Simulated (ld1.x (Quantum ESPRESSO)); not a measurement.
## manganese (Mn): TM pseudisation with BLYP, scalar-relativistic reference atom.

manganese (Mn), norm-conserving Troullier–Martins (Kleinman–Bylander form), made with ld1.x (Quantum ESPRESSO) 7.5 (BLYP, scalar-relativistic). Core [Ar], reference 3d5 4s0.5 4p0 (charge +1.5). Waves: 4s (bound): rc 1.90 bohr; 4p (bound, empty): rc 2.95 bohr; 3d (bound): rc 1.05 bohr. Local part: all-electron potential smoothed inside 1.70 bohr (lloc = -2). Core correction: Bessel-smoothed model core inside 0.90 bohr.

All-electron outer shells of the reference configuration (BLYP, scalar-relativistic, ld1.x):

```csv
shell,level (eV),outermost node (bohr),outermost maximum (bohr)
3p,-67.35,0.31,0.75
3d,-19.45,–,0.75
4s,-15.74,1.05,2.32
4p,-10.62,1.14,2.80
```

Problem. Does the generator finish with these settings?

Solution. Yes, a potential is produced and its reference levels are reproduced.

Problem. Estimate the cutoffs (Ry, on a coarse ladder) from which the occupation-weighted sum of valence levels, in a spherical-Bessel basis at the reference potential, stays within 10 and 1 mRy of its value at 400 Ry.

Solution. 180 Ry and 200 Ry.

Problem. Does the potential have ghost states?

Solution. No extra level below or beside the all-electron valence levels (s, p, d, f tested). The logarithmic derivative shows an extra or strongly shifted pseudo pole above the reference energy (s near 0.76 Ry).

Problem. Which valence shell sets the plane-wave cutoff?

Solution. 3d: its level needs 180 Ry to come within 1 mRy, against 35 Ry for 4s.

Problem. Tests: 3d5 4s2 4p0; 3d5 4s1 4p0; 3d5 4s0 4p0; 3d5 4s0 4p1; 3d4 4s2 4p0; 3d4 4s0 4p0; 3d5 4s1.5 4p0. Which has the largest error in its energy relative to the reference configuration, and how large is it?

Solution. 3d4 4s0 4p0, with -354 meV (all-electron minus pseudo) on +41.38 eV.
